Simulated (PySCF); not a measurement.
## Gas-phase XPS of Ge(OAc)2H2, computed

Ge(OAc)2H2, C4H8GeO4.
Cartesian coordinates in Å at the PBE0-D3(BJ)/def2-SVP level; atoms count from 1:
```xyz
17
C4H8GeO4 angstrom
Ge    -0.7292   -0.0022   -0.5072
O     -0.4524   -0.0246    1.3192
C     -1.6339   -0.0483    1.9085
C     -1.5866   -0.0663    3.4036
O     -2.6532   -0.0510    1.2432
H     -2.6015   -0.1183    3.8121
H     -1.0780    0.8400    3.7636
H     -0.9908   -0.9257    3.7433
O      1.0815    0.0230   -0.8675
C      1.2411    0.0470   -2.1786
C      2.6665    0.0694   -2.6326
O      0.2746    0.0467   -2.9179
H      2.7127    0.1178   -3.7259
H      3.1791   -0.8336   -2.2701
H      3.1818    0.9327   -2.1876
H     -1.3362    1.3336   -0.9038
H     -1.3042   -1.3408   -0.9419
```

Computed with delta-SCF UKS SCAN, pcX-2 on the ionised atom, pcseg-1 elsewhere, spin-free X2C (PySCF 2.14.0). Each binding energy is the total energy of the core-ionised species, with the hole localised on one atom, minus that of the ground state; both are solved self-consistently, so orbital relaxation is included.

Q: What binding energy does each computed site have?

A: 
```json
{"atom(s)": "O2/O9", "bonded to": "C and Ge", "level": "O 1s", "binding energy (eV)": "538.63", "above the level's lowest (eV)": "+0.89", "count": "2"}
{"atom(s)": "O5/O12", "bonded to": "C", "level": "O 1s", "binding energy (eV)": "537.74", "above the level's lowest (eV)": "0.00", "count": "2"}
{"atom(s)": "C4/C11", "bonded to": "C and 3 H", "level": "C 1s", "binding energy (eV)": "291.42", "above the level's lowest (eV)": "0.00", "count": "2"}
```

Lowest listed O 1s: O5/O12, bonded to C. Highest, 0.89 eV above it: O2/O9, bonded to C and Ge.

Q: What is the longest wavelength that can ionise O 1s of O2 (atom 2)/O9 vertically?

A: λ = hc/E = 12398.42 eV Å / 538.63 eV = 23.018 Å.

Q: Express the binding energy of O 1s of O2/O9 in atomic units and per mole.

A: 538.63 eV = 19.7943 Eh = 51970 kJ/mol.

Atoms equivalent by their bonding share one computed value, that of the first of them. The list is incomplete; no value stands for C 1s of C3, C10. No level of germanium is listed. Isolated species at its PBE0-D3(BJ)/def2-SVP geometry (one conformer only).

The run took 1.9 min wall, 4.6 min CPU on an Intel Xeon Platinum 8259CL at 2.50 GHz with 2 threads, on a shared host, and the process peaked at 0.93 GiB of memory.
